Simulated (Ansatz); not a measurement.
A nudged elastic band was laid between two geometries of C$_{2}$H$_{8}$O$_{2}$Si (13 atoms, charge 0, multiplicity 1).

These are results of Ansatz, RKS r2SCAN/6-31G*, not measurements.

```
movable images  : 7
climbing image  : yes
spring          : 5.0 eV/Å²
optimiser       : quadratic models (default)
start path      : through a guess of the saddle point
force threshold : 0.05 eV/Å
iteration limit : 60
end points      : relaxed
```

First end point:

```xyz
13
Properties=species:S:1:pos:R:3
Si -0.238 -0.180 -0.276
C 1.019 1.215 -0.237
C -0.641 -0.805 1.430
H 0.267 -1.054 1.993
O -1.691 0.325 -0.913
O 0.372 -1.415 -1.226
H 1.252 1.596 -1.241
H 0.633 2.061 0.345
H 1.963 0.902 0.229
H -1.203 -0.056 2.000
H -1.259 -1.709 1.366
H -1.719 0.357 -1.879
H 1.247 -1.238 -1.593
```

Last end point:

```xyz
13
Properties=species:S:1:pos:R:3
Si -0.995 -0.920 -0.135
C 1.484 1.766 -0.088
C -1.428 -1.862 1.203
H 0.843 1.706 0.797
O -1.534 0.598 -0.441
O 0.083 -1.305 -1.329
H 1.511 0.797 -0.599
H 1.104 2.537 -0.768
H 2.498 2.036 0.219
H -2.106 -1.474 1.957
H -1.129 -2.902 1.303
H -0.909 1.148 -0.937
H 0.577 -2.125 -1.180
```

Which bonds break or form, and what moves?

Bonds broken: Si1–C2, C3–H4. Bonds formed: C2–H4. C2H8O2Si becomes CH4 + CH4O2Si.

Give the energies along the band, and the barrier.

It converged. The highest image is number 4 of 0 to 8, 3.97 eV above the first end and 1.37 eV above the last; the last end lies 2.60 eV above the first. The profile has 2 maxima (images 1, 4) with wells between them (image 2): this band takes more than one step, which may be the mechanism or a detour left from its start path. Neighbouring images differ by up to 3.9 eV, so the band resolves the path poorly. A vibrational analysis at the climbing image gives 2 clearly imaginary modes (1193i, 44i cm⁻¹): a point of higher order, so a lower path passes nearby. The orbitals stay closed-shell, which can raise the energy where a bond breaks towards radicals; this wasn't checked here.

| image | path coordinate (Å) | energy (eV) | Si1–C2 (Å) | C3–H4 (Å) | C2–H4 (Å) |
| --- | --- | --- | --- | --- | --- |
| 0 | 0.00 | 0.00 | 1.88 | 1.10 | 3.27 |
| 1 | 1.83 | 0.05 | 1.88 | 1.10 | 3.10 |
| 2 | 3.66 | 0.01 | 1.88 | 1.10 | 3.39 |
| 3 | 5.50 | 0.03 | 1.86 | 1.10 | 3.10 |
| 4 | 7.33 | 3.97 | 2.17 | 1.73 | 1.32 |
| 5 | 8.78 | 2.73 | 3.16 | 2.73 | 1.10 |
| 6 | 10.23 | 2.65 | 3.46 | 3.10 | 1.09 |
| 7 | 11.67 | 2.62 | 3.44 | 3.48 | 1.09 |
| 8 | 13.12 | 2.60 | 3.66 | 4.25 | 1.09 |

What is the geometry of the highest image?


```xyz
13
Properties=species:S:1:pos:R:3
Si -0.374 -0.444 -0.413
C 1.108 1.083 0.017
C -0.813 -0.772 1.248
H 0.184 0.577 0.820
O -1.437 0.426 -1.326
O 0.587 -1.279 -1.470
H 1.144 1.226 -1.071
H 0.965 2.087 0.438
H 2.064 0.669 0.350
H -1.846 -0.941 1.555
H -0.081 -1.267 1.891
H -2.129 0.852 -0.800
H 0.628 -2.219 -1.240
```

The band took 31 iterations and about 24 core-minutes.

Run time: 13 min on 2 threads of Arm Neoverse V1, with other jobs on the host, peak memory 0.16 GiB.
